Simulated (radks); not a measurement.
Spherical jellium clusters: N electrons in a uniform positive sphere of charge N and radius rs N^(1/3), rs = 3.21 bohr. Method: non-relativistic Kohn-Sham, exchange-only LDA, spin-polarised, spherical densities; computed with a radial shooting solver with Libxc functionals. Levels are named by radial order and angular momentum (1s, 1p, 1d, 2s, ...), and open shells are averaged over m.

N = 6, configuration 1s2 1p(up 3, down 1). This is the lowest configuration that the search found. Occupied and some empty levels:

level    occupation  eigenvalue (eV)  <r> (bohr)
1s up             1          -5.1404       4.068
1s down           1          -4.2210       4.039
1p up             3          -3.0228       5.214
1p down           1          -2.0962       5.452
1d up             0         -0.79879       6.828
2s up             0         -0.73860       8.084
2s down           0         -0.38832       9.690
1d down           0         -0.13854       8.410

Energy (eV): total -3.91635, kinetic 14.378, external -190.35, Hartree 90.592, exchange-correlation -19.306, background 100.77.
